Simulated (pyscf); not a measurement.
Structures and frequencies: ωB97X-D3(BJ)/def2-SVP in PySCF.

How much does it cost (ΔH, 298 K, ωB97M-D3(BJ)/def2-TZVP) to split `[NH2][Ga]([NH2])[NH][B]([Cl])[Cl]` at its Ga–N bond into [H₂N–Ga–NH₂]• + •HN–B(Cl)–Cl?

Ga–N to [H₂N–Ga–NH₂]• + •HN–B(Cl)–Cl: 102.6 kcal/mol. The 7 functionals that were run give +95.0 (PBE) to +107.4 kcal/mol (ωB97X-D3(BJ)/def2-TZVP). The radicals are drawn with the spin at the cut bond; how far it spreads was not checked. H₂N–Ga(NH₂)–NH–B(Cl)–Cl lies 41.9 kcal/mol over its isomer H₂N–B(NH₂)–NH–Ga(Cl)–Cl (electronic energy, ωB97M-D3(BJ)/def2-TZVP). Other isomers of [H₂N–Ga–NH₂]•, •HN–B(Cl)–Cl were not searched in full and may lie lower. Elements up to Kr have no core potential and no relativistic terms here.
